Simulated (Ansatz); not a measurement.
H₅MoN₃O, SMILES `[NH]=[Mo](=[NH])([NH2])[OH]`, relaxed with RKS PBE0-D4/def2-TZVP in Ansatz 0.2.0 from a PBE-D4/def2-SVP geometry. The force threshold is 0.005 eV/Å; the program also tests the step.

Charge 0, multiplicity 1. Mo: def2 effective core potential.

Start:

```xyz
10

N    -1.203   -1.100   -0.588
Mo    0.074    0.049   -0.252
N     1.685   -0.566   -0.533
N    -0.060    0.478    1.646
O    -0.141    1.595   -1.366
H    -1.578   -2.006   -0.892
H     2.418   -1.231   -0.800
H     0.749    0.676    2.243
H    -0.897    0.308    2.210
H    -1.046    1.796   -1.669
```

```json
{"step": "1", "energy (eV)": "-8452.2437", "largest force (eV/Å)": "0.697", "largest move (Å)": "0.000"}
{"step": "2", "energy (eV)": "-8452.2980", "largest force (eV/Å)": "0.267", "largest move (Å)": "0.039"}
{"step": "3", "energy (eV)": "-8452.3012", "largest force (eV/Å)": "0.044", "largest move (Å)": "0.013"}
{"step": "4", "energy (eV)": "-8452.3017", "largest force (eV/Å)": "0.025", "largest move (Å)": "0.013"}
{"step": "5", "energy (eV)": "-8452.3020", "largest force (eV/Å)": "0.023", "largest move (Å)": "0.020"}
{"step": "6", "energy (eV)": "-8452.3020", "largest force (eV/Å)": "0.034", "largest move (Å)": "0.007"}
{"step": "7", "energy (eV)": "-8452.3020", "largest force (eV/Å)": "0.012", "largest move (Å)": "0.005"}
{"step": "8", "energy (eV)": "-8452.3021", "largest force (eV/Å)": "0.008", "largest move (Å)": "0.004"}
{"step": "9", "energy (eV)": "-8452.3021", "largest force (eV/Å)": "0.001", "largest move (Å)": "0.001"}
```

End:

```xyz
10

N    -1.180   -1.080   -0.584
Mo    0.071    0.065   -0.242
N     1.661   -0.549   -0.523
N    -0.056    0.485    1.646
O    -0.162    1.602   -1.337
H    -1.530   -1.981   -0.879
H     2.355   -1.232   -0.791
H     0.752    0.631    2.230
H    -0.880    0.302    2.196
H    -1.030    1.758   -1.717
```

It took 30 s on 4 threads of a server CPU on a shared host, with 0.47 GiB of host memory at the peak.
